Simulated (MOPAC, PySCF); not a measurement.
C$_{2}$H$_{6}$N$_{2}$, SMILES `C1NCN1`, neutral singlet in the gas phase. 

Z-matrix (Å, degrees):
```
C
H 1 1.0928
H 1 1.1012 2 109.13
N 1 1.4785 2 114.60 3 -129.39
H 4 1.0114 1 114.77 2 109.20
N 1 1.4785 2 114.60 3 129.39
H 6 1.0114 1 114.77 2 -109.20
C 6 1.4785 7 114.77 1 99.85
H 8 1.0928 6 114.60 7 109.20
H 8 1.1012 9 109.13 6 129.39
```
Charge 0, spin multiplicity 1.

All levels are single points at this geometry (B3LYP-D3(BJ)/def2-TZVP); Pople sets use spherical d functions. Orbital energies aren't observables, and empty levels follow the basis.

```
level                            HOMO (eV)  LUMO (eV)  gap (eV)  dipole (D)  vertical IE, Delta-SCF (eV)
-------------------------------  ---------  ---------  --------  ----------  ---------------------------
B3LYP-D3(BJ)/def2-TZVP in PySCF      -6.27       0.61      6.88        2.54                            –
BP86/6-31G* in PySCF                 -4.83       1.35      6.18        2.59                            –
M06-2X/6-31G* in PySCF               -7.68       3.24     10.91        2.73                            –
PBE/6-31G* in PySCF                  -4.71       1.36      6.07        2.58                         8.16
HF/3-21G in PySCF                    -9.71       6.64     16.35        3.25                            –
PM7 in MOPAC                         -9.41       1.95     11.36        3.87                            –
```
